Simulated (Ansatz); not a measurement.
Total energies of the cluster Ga₂F₄ from Ansatz at PBE0-D4/def2-TZVP, gas phase (1 Eh = 27.2114 eV = 2625.5 kJ/mol). The reference geometry is relaxed at r2SCAN-D4/def2-SVP.

```xyz
6

Ga    0.6697    0.9778    0.1995
Ga   -0.6693   -0.9791   -0.1994
F    -2.1518   -0.9567   -1.1169
F     0.4482    2.0233    1.5774
F    -0.2459   -2.5586    0.4068
F     1.9490    1.4934   -0.8674
```

```csv
state,geometry,energy (Eh)
charge 0 singlet,reference,-4248.57723
charge 1 doublet,reference,-4248.13411
free Ga atom (doublet),–,-1924.55212
free F atom (doublet),–,-99.67617
```

Task: Work out the vertical ionisation energy to the doublet.

Result: E(charge 1 doublet) − E(charge 0 singlet) = -4248.13411 − (-4248.57723) = 0.44312 Eh = 12.06 eV. For comparison, −ε of the highest occupied level is 9.90 eV at this level, 2.16 eV less.

Task: What is the binding energy per atom against free atoms?

Result: Atoms: 2 × (-1924.55212) + 4 × (-99.67617) = -4247.80892 Eh. Binding: -4247.80892 − (-4248.57723) = 0.76831 Eh = 20.91 eV, or 3.48 eV for each of 6 atoms (no zero-point energy, no counterpoise term).

The structure comes from a short search, and lower isomers may exist.
